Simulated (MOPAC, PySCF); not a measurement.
H₃FSi, SMILES `F[SiH3]`, neutral singlet in the gas phase. 

Z-matrix (Å, degrees):
```
Si
F 1 1.6061
H 1 1.4771 2 108.27
H 1 1.4771 3 110.64 2 -118.50
H 1 1.4771 3 110.64 4 -123.00
```
Charge 0, spin multiplicity 1.

All levels are single points at this geometry (B3LYP-D3(BJ)/def2-TZVP); Pople sets use spherical d functions. Orbital energies aren't observables, and empty levels follow the basis.

```json
[
 {"level": "B3LYP-D3(BJ)/def2-TZVP in PySCF", "HOMO (eV)": "-9.60", "LUMO (eV)": "-0.39", "gap (eV)": "9.21", "dipole (D)": "1.31", "vertical IE, Delta-SCF (eV)": "–"},
 {"level": "PBE-D3(BJ)/def2-TZVP in PySCF", "HOMO (eV)": "-8.32", "LUMO (eV)": "-1.02", "gap (eV)": "7.29", "dipole (D)": "1.21", "vertical IE, Delta-SCF (eV)": "–"},
 {"level": "B3LYP/3-21G in PySCF", "HOMO (eV)": "-9.17", "LUMO (eV)": "0.53", "gap (eV)": "9.70", "dipole (D)": "1.45", "vertical IE, Delta-SCF (eV)": "–"},
 {"level": "B3LYP/6-311+G** in PySCF", "HOMO (eV)": "-9.67", "LUMO (eV)": "-0.64", "gap (eV)": "9.03", "dipole (D)": "1.65", "vertical IE, Delta-SCF (eV)": "–"},
 {"level": "B3LYP/6-31G* in PySCF", "HOMO (eV)": "-9.38", "LUMO (eV)": "0.12", "gap (eV)": "9.50", "dipole (D)": "1.32", "vertical IE, Delta-SCF (eV)": "12.38"},
 {"level": "B3LYP/LANL2DZ in PySCF", "HOMO (eV)": "-9.69", "LUMO (eV)": "0.06", "gap (eV)": "9.75", "dipole (D)": "2.21", "vertical IE, Delta-SCF (eV)": "–"},
 {"level": "M06-2X/6-31G* in PySCF", "HOMO (eV)": "-11.00", "LUMO (eV)": "1.17", "gap (eV)": "12.17", "dipole (D)": "1.41", "vertical IE, Delta-SCF (eV)": "–"},
 {"level": "SVWN5/6-31G* in PySCF", "HOMO (eV)": "-8.07", "LUMO (eV)": "-0.75", "gap (eV)": "7.33", "dipole (D)": "1.28", "vertical IE, Delta-SCF (eV)": "–"},
 {"level": "HF/3-21G in PySCF", "HOMO (eV)": "-13.29", "LUMO (eV)": "4.08", "gap (eV)": "17.37", "dipole (D)": "1.88", "vertical IE, Delta-SCF (eV)": "–"},
 {"level": "HF/6-31G* in PySCF", "HOMO (eV)": "-13.33", "LUMO (eV)": "3.50", "gap (eV)": "16.84", "dipole (D)": "1.57", "vertical IE, Delta-SCF (eV)": "12.40"},
 {"level": "HF/STO-3G in PySCF", "HOMO (eV)": "-10.45", "LUMO (eV)": "13.56", "gap (eV)": "24.01", "dipole (D)": "1.06", "vertical IE, Delta-SCF (eV)": "–"},
 {"level": "PM6 in MOPAC", "HOMO (eV)": "-11.53", "LUMO (eV)": "-0.16", "gap (eV)": "11.37", "dipole (D)": "1.45", "vertical IE, Delta-SCF (eV)": "–"},
 {"level": "PM7 in MOPAC", "HOMO (eV)": "-12.85", "LUMO (eV)": "0.81", "gap (eV)": "13.65", "dipole (D)": "2.13", "vertical IE, Delta-SCF (eV)": "–"}
]
```
